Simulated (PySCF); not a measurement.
# Ionisation energy of Cs(54+) by level of theory

Cs(54+) 1s1 [1s1/2^1, M_J = 1/2] → Cs(55+) (bare nucleus), as a difference of total energies. Computed with PySCF 2.14 in an uncontracted even-tempered set (15 s from 140 bohr⁻², ratio 2.4; 11 p from 180 bohr⁻², ratio 2.4; 3 d from 540 bohr⁻², ratio 2.6; 3 f from 820 bohr⁻², ratio 2.6), with the two-component X2C-1e Hamiltonian. "Screened" scales the spin-orbit matrix elements by Boettger's factors to mimic the two-electron term; Breit and QED terms are absent.

```
                   method  ionisation energy (eV)
GHF (screened spin-orbit)                 42959.7
    GHF (bare spin-orbit)                 42959.7
```

For one electron Hartree-Fock is exact for this Hamiltonian up to the basis; QED and nuclear recoil make up the gap, and the density functionals add self-interaction.

For comparison: 42913.1 eV (theoretical estimate listed by NIST; NIST Atomic Spectra Database, ionization energies).
